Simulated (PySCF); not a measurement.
## Excitation energy of Se by level of theory

Se [Ar] 3d10 4s2 4p4 (3P) → Se [Ar] 3d10 4s1 4p5 (3P), as a difference of total energies. All numbers are calculated (PySCF 2.14, scalar relativity through the core potential, in aug-cc-pVTZ-PP with ECP10MDF). Correlated levels: valence: 3s2 3p6 3d10 frozen. The calculations carry no spin-orbit coupling.

```csv
method,excitation energy (cm⁻¹)
UHF,94653
LDA,87632
PBE,86663
PBE0,88909
r2SCAN,87766
BP86,86604
BLYP,87103
M06-2X,87036
MP2 (valence),87543
```

Q: Estimate what SCS-MP2 (valence) gives.

A: 86650 cm⁻¹, closest to PBE among the rows shown.

Q: Estimate what wB97M-V gives.

A: 90102 cm⁻¹, closest to PBE0 among the rows shown.

The upper state lies above the first ionisation limit, where it may autoionise and the basis confines it.
